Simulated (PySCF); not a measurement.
## Relaxation of doublet H3RuO

Level of theory: UPBE0 in PySCF with Ru def2-TZVP with ECP28, O def2-TZVP, H def2-TZVP; scalar-relativistic core potentials, no spin–orbit coupling; density-fitted integrals. A (50,194) grid was used.

A hand-made square planar start, of C2v symmetry, held to at least that symmetry:

Coordinates in bohr (charge 0 multiplicity 2):
```
Ru    0.0000    0.4027    0.0000
O     0.0000   -2.8287    0.0000
H     2.9669    0.4027    0.0000
H     0.0000    3.3696    0.0000
H    -2.9669    0.4027    0.0000
```

Optimiser trace:
| step | E − E(last) (kJ/mol) | largest gradient (Eh/bohr) |
| --- | --- | --- |
| 0 | 254.53 | 0.13006 |
| 1 | 170.61 | 0.10239 |
| 2 | 103.90 | 0.06188 |
| 3 | 80.40 | 0.03797 |
| 4 | 55.06 | 0.02952 |
| 5 | 15.00 | 0.02911 |
| 6 | 4.56 | 0.02207 |
| 7 | 0.65 | 0.00961 |
| 8 | 0.02 | 0.00171 |
| 9 | 0.00 | 0.00012 |
| 10 | 0.00 | 0.00004 |

It ends at C2v with Ru–H 1.584 Å (×2), Ru–H 1.713 Å, Ru–O 1.683 Å; H–Ru–H 54.0° (×2), H–Ru–H 107.9°, H–Ru–O 126.0° (×2), H–Ru–O 180.0°. A frequency run shows 2 imaginary modes, down to 1150i cm⁻¹, so it is a higher-order saddle point. Other isomers or separated fragments may lie lower.

With open d or f shells other occupations or spin states may lie lower.
